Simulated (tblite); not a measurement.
Q: Give a GFN2-xTB geometry of `[Si@H](C#N)(C=O)/C=C\CN`.

A: 
```xyz
17
C5H8N2OSi angstrom
N      0.8165    3.0583   -1.3603
C      0.9363    1.9324   -1.1854
Si     1.1155    0.0917   -0.9130
C      1.9038   -0.1929    0.8131
O      1.6927   -1.1570    1.5049
C     -0.3821   -0.9757   -1.3036
C     -1.3665   -1.1769   -0.4406
C     -1.3931   -0.4730    0.8842
N     -0.6394    0.7676    0.7660
H      2.1692   -0.2820   -1.8899
H      2.5860    0.5992    1.1941
H     -0.3923   -1.5047   -2.2450
H     -2.1827   -1.8593   -0.6360
H     -0.8940   -1.1079    1.6248
H     -2.4283   -0.3146    1.2162
H     -1.1885    1.4768    0.2901
H     -0.3602    1.1302    1.6704
```

Orientation and origin are arbitrary. Atoms count from 1 in this order. Si3 and N9 aren't drawn bonded (4 bonds apart) but lie 2.52 Å from each other; Cordero's covalent radii sum to 1.82 Å. The C–N distances run from 1.146 Å (N1≡C2, drawn triple) to 1.456 Å (C8–N9, drawn single), a spread of 0.310 Å. N9 (primary amine nitrogen) is pyramidal (angles 112.0°, 110.7° and 108.5°, sum 331.2°, 0.36 Å off the plane of its three neighbours). Si3 (SiH silicon) is distorted tetrahedral (angles from 102.7° to 116.9°).

Bonds between heavy atoms (Å): N1≡C2 1.146, C2–Si3 1.869, Si3–C4 1.919, C4=O5 1.205, Si3–C6 1.880, C6=C7 1.325, C7–C8 1.500, C8–N9 1.456.

Computed geometry: GFN2-xTB, gas phase.

Point group: C1 (no symmetry element, even within 0.4 Å). Its GFN2-xTB frequencies are all real (lowest 42 cm⁻¹). One conformer, not necessarily the lowest (C2–Si3–C4–O5 150°, C2–Si3–C6–C7 -84°, C6–C7–C8–N9 26°, C7–C8–N9–H 78° and -161°). 3 starts were optimised and ended at 0.00, 4.58 and 6.28 kcal/mol (GFN2-xTB); the lowest of these is shown.

Time: 3.3 s. Hardware: Intel Xeon at 2.50 GHz, one thread, shared host. That covers the optimisation of the geometry.
